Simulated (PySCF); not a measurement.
Si(Cl)3(NH2) (Cl3H2NSi), SMILES Cl[Si](N)(Cl)Cl.

The structure is a stationary point at B3LYP-D3(BJ)/def2-SVP. One conformer was computed; it need not be the lowest.

Level of theory: PySCF with SMD-PBE0/6-31G*.

Solvation free energies are E(SMD) − E(gas) at the gas-phase geometry, for 1 M in both phases. In vacuum the dipole moment is 3.01 D.

Rank water, tetrahydrofuran, N,N-dimethylformamide by solvation free energy, most negative first.

N,N-dimethylformamide (-7.4 kcal/mol), tetrahydrofuran (-6.8 kcal/mol), water (-4.0 kcal/mol)
